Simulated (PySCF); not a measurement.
H6P2Si2.
Numbering: `[SiH2:1]1[PH:2][SiH2:3][PH:4]1` (hydrogens: H5, H6 on Si1; H7 on P2; H8, H9 on Si3; H10 on P4)

Method: MP2 and CCSD/aug-cc-pVDZ in PySCF, restricted Hartree–Fock reference, frozen core, non-relativistic, gas phase, PBE0-D3(BJ)/def2-SVP geometry.

E(HF) = -1262.85712 Eh.

Question: How large is the problem?

Answer: 162 basis functions and 64 electrons; 20 orbitals frozen, which leaves o = 12 correlated occupied and v = 130 virtual orbitals. That is o·v = 1560 singles and o·v(o·v + 1)/2 = 1217580 distinct closed-shell doubles amplitudes before symmetry; the costliest CCSD step grows as o²v⁴ = 4.1 × 10^10.

Question: What are the MP2 and CCSD correlation energies?

Answer: MP2 -0.4597 Eh and CCSD -0.5276 Eh, which gives totals of -1263.31678 and -1263.38467 Eh. That is 0.598 eV for each correlated electron at CCSD (1385 kJ/mol in all, 0.042 % of the total energy); MP2 gives 87.1 % of the CCSD value.

Question: What is the T1 diagnostic?

Answer: 0.0149, below the customary warning level of 0.02. It is the norm of the spatial-orbital singles amplitudes over the root of the number of correlated electrons, so the norm is 0.073.

Connected triples and the basis-set limit are missing.
